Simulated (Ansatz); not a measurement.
System: CH4BS2, charge 0, multiplicity 2. It need not be the lowest isomer of its formula. 
Geometry from a B3LYP-D3(BJ)/def2-TZVP (Ansatz, an electronic-structure program) optimisation:
```xyz
8

C     -1.6203    -0.9104     0.2248
B     -0.2745    -0.1046     0.0302
S     -0.3437     1.6437    -0.2453
S      1.3457    -0.9223     0.0810
H     -1.6943    -1.6874    -0.5409
H     -2.5172    -0.2941     0.1705
H     -1.6089    -1.4102     1.1972
H      0.8835    -2.1654     0.3020
```
Charge 0, spin multiplicity 2.

Property: atomisation energy (electronic, to ground-state atoms), in kcal/mol. Cores are frozen in the correlated levels unless marked. UHF or UKS for open shells. Spin-orbit coupling is left out. No relativistic terms. The coupled-cluster limit lacks core correlation, which all-electron functionals hold. CBS(X,Y): correlation extrapolated as X^-3; Hartree-Fock from the larger set.

| level | program | atomisation energy (kcal/mol) |
|---|---|---|
| HF/STO-3G | Ansatz | 655.0 |
| HF/6-31G | Ansatz | 461.5 |
| HF/aug-cc-pV(T+d)Z | Ansatz | 508.6 |
| HF/aug-cc-pV(Q+d)Z | Ansatz | 509.4 |
| PBE/def2-TZVPD | Ansatz | 690.7 |
| BLYP-D4/def2-TZVPD | Ansatz + dftd4 | 675.6 |
| CAM-B3LYP-D3(BJ)/def2-TZVPD | Ansatz + dftd3 | 678.0 |

Problem. Predict the CCSD(T)/CBS(aug-cc-pV(T+d)Z,aug-cc-pV(Q+d)Z) result (Ansatz).

Solution. 674.3 kcal/mol, so CAM-B3LYP-D3(BJ)/def2-TZVPD differs from it by 3.7 kcal/mol.
